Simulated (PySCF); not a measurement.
**Removing an electron from `CO[B](OC)[GeH2][GeH2][SiH3]`**

Compound: C2H13BGe2O2Si.
Geometry (PBE0-D3(BJ)/def2-SVP, Å), atoms numbered from 1 in this order:
```
atom  x, y, z in Å
C1    -2.8498   -0.0342    1.8026
O2    -2.1865    0.4223    0.6550
B3    -0.9103    0.1147    0.3247
O4    -0.3957    0.6005   -0.8307
C5    -1.1421    1.4104   -1.7118
Ge6    0.4025   -1.0739    1.4214
Ge7    2.5484   -1.1645    0.2821
Si8    2.6098    0.2054   -1.6691
H9    -3.1421    0.8241    2.4270
H10   -3.7619   -0.5758    1.5084
H11   -2.2219   -0.7098    2.4075
H12   -1.0843    2.4669   -1.4052
H13   -2.2007    1.1116   -1.7368
H14   -0.7065    1.3117   -2.7160
H15    0.6162   -0.5367    2.8557
H16   -0.1344   -2.5144    1.5923
H17    3.6713   -0.7124    1.2415
H18    2.8667   -2.6203   -0.1240
H19    1.6444   -0.2785   -2.7012
H20    2.3208    1.6330   -1.3374
H21    3.9844    0.1424   -2.2625
```

Level: wB97X-D/def2-SVPD (PySCF). Frontier orbitals with their largest atomic shares (Löwdin; up to four atoms above 4 %):

```
orbital  ε (eV)                             main atoms
 HOMO−3  -10.54       O4 34 %, O2 22 %, C5 8 %, C1 6 %
 HOMO−2  -10.42    Ge6 19 %, Ge7 19 %, O4 8 %, Si8 8 %
 HOMO−1   -9.57  Ge7 19 %, Ge6 18 %, Si8 14 %, B3 13 %
   HOMO   -9.15                                      ?
   LUMO    1.47   Ge6 27 %, B3 18 %, O4 12 %, Ge7 11 %
 LUMO+1    1.52  Ge6 18 %, B3 17 %, Ge7 11 %, Si8 10 %
 LUMO+2    1.74  Ge7 27 %, Ge6 17 %, Si8 12 %, B3 11 %
```

**Question.** What vertical ionisation energy does ΔSCF give, and how far is −ε(HOMO) from it?

**Answer.** ΔSCF: 9.18 eV (886 kJ/mol; threshold wavelength 135 nm); ⟨S²⟩ of the doublet left behind is 0.757, against 0.75 for a pure doublet. −ε(HOMO) is 9.15 eV, 0.03 eV below it. In exact Kohn–Sham theory the two would be equal; wB97X-D (range-separated hybrid) comes within 0.03 eV of that here. Holes in the HOMO−1 and HOMO−2 were tried too where these lie within 1.2 eV of the HOMO; the lowest converged state counts.

**Question.** On which atoms does the HOMO lie?

**Answer.** Ge7 (germanium bonded to Ge, Si and 2 H) 32 %, Ge6 (germanium bonded to B, Ge and 2 H) 26 %, Si8 (SiH3 silicon) 15 %, H21 (Si–H hydrogen) 5 %, so no atom holds as much as 40 %. The HOMO−1 lies 0.42 eV lower.

**Question.** What kinetic energy would electrons from this vertical process carry with He II light (40.814 eV)?

**Answer.** 40.81 − 9.18 = 31.63 eV.

**Question.** With α = 145.8 au, estimate the like-pair dispersion coefficient by London's formula C6 = (3/4)α²I.

**Answer.** I = 0.3375 Eh, so C6 ≈ 5380 au, a rough estimate.

One conformer (not necessarily the lowest) at the PBE0-D3(BJ)/def2-SVP geometry, without solvent, vibrations or thermal averaging. The calculation is non-relativistic, for germanium too.

These values come from a run that also computed excited states and ΔSCF ions. The run took 8.0 min (grids of density and orbitals included) on one thread, Arm Neoverse V1 (aarch64), shared host, and the process peaked at 1.8 GiB of memory.

The pairwise dispersion term of wB97X-D wasn't added to the energies; at a given geometry it leaves orbitals and properties as they are.
